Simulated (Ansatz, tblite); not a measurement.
Forces on Au₄F₃ at its PBE-D4/def2-SVP geometry. The state is a doublet with charge 0.

In the def2 sets Au takes a core potential; there is no spin–orbit coupling. The xTB rows come from tblite. No other spin state of charge 0 was run. Another isomer (doublet) lies 0.30 eV lower at PBE0-D4/def2-TZVP; other spin states weren't run for this one.

GFN1-xTB (tblite), largest force 1.12 eV/Å:

```xyz
7
positions Å, forces eV/Å
Au   -0.204   -0.937   -1.051   -0.054   -0.745    0.195
Au    0.266    1.955    0.670    0.063   -0.048    0.644
Au    0.102   -0.562    1.520   -0.111    0.049   -1.111
Au   -0.245   -3.032    0.570    0.029    0.491   -0.193
F    -0.440   -1.290   -2.977    0.080    0.067    0.710
F     0.005    1.366   -1.238    0.123    0.403    0.785
F     0.515    2.500    2.506   -0.131   -0.217   -1.031
```

GFN2-xTB (tblite), largest force 0.80 eV/Å:

```
Au -0.024 -0.111 -0.121
Au 0.080 0.431 0.352
Au -0.032 -0.153 -0.158
Au 0.006 0.228 -0.159
F -0.003 -0.185 0.149
F 0.076 0.025 0.695
F -0.104 -0.235 -0.758
```

PBE-D4/def2-TZVP (Ansatz), largest force 0.34 eV/Å:

```
Au 0.021 -0.120 0.317
Au -0.027 -0.228 -0.036
Au -0.037 -0.051 -0.303
Au 0.022 0.282 -0.061
F -0.007 -0.040 -0.028
F 0.014 0.087 0.049
F 0.014 0.072 0.063
```
